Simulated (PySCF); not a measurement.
**Stretching MnF**

Set-up: PySCF, no relativity, basis sets Mn def2-TZVPP, F def2-TZVPP. Energies in eV from Mn (3d5 4s2) + F in their ground configurations at the same level. State: ⁷Σ⁺ (septet), unpaired electrons σ ↑↑, π ↑↑, δ ↑↑.

All columns are r²SCAN. A positive dipole means Mn(−)F(+).

| R (Å) | E (eV) | μ (D) | Mulliken charge on Mn (basis-dependent) | HOMO (eV) | LUMO (eV) | Mayer bond order | ⟨S²⟩ |
| --- | --- | --- | --- | --- | --- | --- | --- |
| 1.578 | -4.274 | -0.58 | 0.50 | -4.31 | -2.36 | 0.92 | 12.00 |
| 1.651 | -4.836 | -1.14 | 0.51 | -4.59 | -2.45 | 0.88 | 12.00 |
| 1.725 | -5.133 | -1.66 | 0.52 | -4.82 | -2.56 | 0.85 | 12.00 |
| 1.780 | -5.230 | -2.04 | 0.52 | -4.98 | -2.66 | 0.84 | 12.00 |
| 1.835 | -5.249 | -2.40 | 0.53 | -5.12 | -2.76 | 0.82 | 12.00 |
| 1.890 | -5.209 | -2.76 | 0.54 | -5.25 | -2.86 | 0.80 | 12.00 |
| 1.964 | -5.091 | -3.21 | 0.55 | -5.41 | -2.99 | 0.78 | 12.00 |
| 2.055 | -4.873 | -3.76 | 0.57 | -5.58 | -3.16 | 0.75 | 12.00 |
| 2.165 | -4.555 | -4.40 | 0.59 | -5.75 | -3.35 | 0.73 | 12.00 |
| 2.312 | -4.091 | -5.20 | 0.61 | -5.93 | -3.59 | 0.70 | 12.00 |

A fit through these points gives, at Re = 1.823 Å, μ = -2.32 D and dμ/dR = -6.54 D/Å; the reduced mass is 14.12 u.

**Question.** How strong is the fundamental in the double-harmonic approximation, I = 42.26·(dμ/dR)²/μred km/mol?

**Answer.** I = 42.26·(-6.54)²/14.12 = 128 km/mol at r²SCAN.

The metal atom is held in its measured ground configuration; semilocal functionals can put another filling of s and d lower by some tenths of an eV, and De to that atom would be smaller. With d or f electrons several states lie close, and the lowest PBE0 determinant need not be the measured ground state.
